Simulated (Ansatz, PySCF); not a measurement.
This Ansatz (a first-principles code) input computes a r2SCAN/def2-TZVPD energy:

Ansatz 0.2 input:
```yaml
crystal:
  periodic: [false, false, false]
  atoms:
    - {symbol: Si, position_ang: [1.53523423, -1.06890713, 0.05862114]}
    - {symbol: I, position_ang: [-0.46260465, 0.35472738, -0.01782576]}
    - {symbol: H, position_ang: [1.47008769, -1.91189127, 1.27975967]}
    - {symbol: H, position_ang: [1.55467962, -1.92396005, -1.15569020]}
basis:
  gaussian:
    orbitals: def2-TZVPD
hamiltonian:
  xc: {name: r2SCAN}
magnetization: {spin_polarized: true, initial_magnetization: 1}
output: {forces: true}
```

Task: Write an input for the same energy in PySCF and say what it gives.

Result: 
```python
from pyscf import gto, scf, dft

mol = gto.M(
    atom='''
    Si    1.53523423   -1.06890713    0.05862114
    I    -0.46260465    0.35472738   -0.01782576
    H     1.47008769   -1.91189127    1.27975967
    H     1.55467962   -1.92396005   -1.15569020
    ''',
    basis='def2-tzvpd',
    ecp='def2-tzvp',
    charge=0,
    spin=1,
    verbose=4,
)

mf = dft.UKS(mol, xc='r2scan').density_fit(auxbasis='def2-universal-jkfit')
mf.grids.level = 4
mf.conv_tol = 1e-9
mf.max_cycle = 100
mf.max_memory = 1500
mf.kernel()
if not mf.converged:
    mf = mf.newton()
    mf.kernel(mf.make_rdm1())
for _ in range(2):
    mo, _, stable, _ = mf.stability(return_status=True)
    if stable:
        break
    mf.kernel(mf.make_rdm1(mo, mf.mo_occ))
mf.analyze()
```
It gives -588.48547 Eh, and Ansatz -588.48543 Eh, a difference of 0.04 mEh, from the treatment of integrals and grids.

It need not be the lowest isomer of its formula.
